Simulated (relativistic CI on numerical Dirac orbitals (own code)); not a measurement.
## Cu²⁺ in a cubic cluster: 3s photoemission with charge transfer

Computed with a charge-transfer multiplet model of a cubic metal-ligand cluster with up to one ligand hole, Slater and spin-orbit integrals from Dirac-Coulomb-Breit ions, Slater integrals scaled by 0.7. The ground state mixes d9 with configurations of k ligand holes L, whose averages lie at kΔ + k(k − 1)U_dd/2; a core hole lowers each added d electron by U_cd. 300 K, Lorentzian 1.4 eV and Gaussian 0.8 eV FWHM.

Atomic integrals in eV (Slater integrals scaled, ζ unscaled), ground: F2dd 9.683, F4dd 6.042, zeta_d 0.099; with the core hole: F2dd 9.683, F4dd 6.042, zeta_d 0.112, G2cd 9.823.

Cluster parameters (eV): Δ = 5, U_dd = 8, U_cd = 9.8, 10Dq = 0.85, 10Dq(ligand) = 1.3, final-state hopping factor = 0.9.

```tsv
Case	n_d	d9	d10L	S
V(eg) = 2.1 eV, V(t2g) = -1.15 eV	9.13	0.87	0.13	0.50
V(eg) = 2.4 eV, V(t2g) = -1.31 eV	9.15	0.85	0.15	0.50
V(eg) = 3 eV, V(t2g) = -1.64 eV	9.19	0.81	0.19	0.50
V(eg) = 3.6 eV, V(t2g) = -1.97 eV	9.22	0.78	0.22	0.50
V(eg) = 3.9 eV, V(t2g) = -2.13 eV	9.24	0.76	0.24	0.50
```

Weights, n_d and S are thermal averages at 300 K. Binding energies count from the first peak over 30 % of the highest in each spectrum, which can be another peak from case to case. The parameters are a model scan and need not match a compound or its usual spin state. Peaks in eV (height, largest 100):
- V(eg) = 2.1 eV, V(t2g) = -1.15 eV: 0.0 (97), 5.5 (100), 9.1 (45)
- V(eg) = 2.4 eV, V(t2g) = -1.31 eV: 0.0 (100), 5.8 (80), 9.4 (38)
- V(eg) = 3 eV, V(t2g) = -1.64 eV: 0.0 (100), 6.6 (52), 10.0 (27)
- V(eg) = 3.6 eV, V(t2g) = -1.97 eV: 0.0 (100), 7.6 (37), 10.9 (20)
- V(eg) = 3.9 eV, V(t2g) = -2.13 eV: 0.0 (100), 8.0 (32), 11.2 (18)

For the case V(eg) = 3 eV, V(t2g) = -1.64 eV, Δ = 5 eV is smaller than U_dd = 8 eV, the charge-transfer side of the Zaanen-Sawatzky-Allen scheme. With the core hole the average of the configuration with one ligand hole lies at Δ − U_cd = -4.8 eV before mixing: it lies below the unscreened one, so the lowest final states are mostly screened and the unscreened weight appears at higher binding energy as a satellite.

Without intra-shell correlation the exchange splitting of the 3s hole comes out too large.
